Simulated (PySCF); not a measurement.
# In⁺: excitation energy

In⁺ [Kr] 4d10 5s2 (1S) → In⁺ [Kr] 4d9 5s2 5p1 (high-spin determinant), as a difference of total energies. Computed with PySCF 2.14 in dyall-av2z, with the non-relativistic Hamiltonian (point nucleus). The calculations carry no spin-orbit coupling.

```json
{"method": "UHF", "excitation energy (eV)": "19.496"}
{"method": "LDA", "excitation energy (eV)": "20.411"}
{"method": "PBE", "excitation energy (eV)": "20.191"}
{"method": "PBE0", "excitation energy (eV)": "20.178"}
{"method": "r2SCAN", "excitation energy (eV)": "20.247"}
{"method": "M06", "excitation energy (eV)": "20.471"}
{"method": "HSE06", "excitation energy (eV)": "20.146"}
{"method": "CAM-B3LYP", "excitation energy (eV)": "20.038"}
```

A first-order spin-orbit estimate (lowest level to lowest level, LS coupling) adds -0.203 eV.

The upper state lies above the first ionisation limit, where it may autoionise and the basis confines it.

The determinant of the upper state mixes LS terms, which raises its energy above the lowest term, most at the Hartree-Fock and MP2 levels.
